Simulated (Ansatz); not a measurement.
Q: Name a neutral molecule of B, C, O and H with LUMO energy (PBE0/def2-TZVPP) between -1.55 and -1.25 eV and size of the dipole moment (PBE/def2-TZVPP) between 1.40 and 1.70 D (Ansatz, PBE0-D4/def2-TZVP geometry).

A: `BCOC` (-1.36 eV, 1.51 D); `CCBC(=O)O` (-1.37 eV, 1.62 D). Other molecules can fit too; these were computed, each in one conformer that needn't be the lowest.
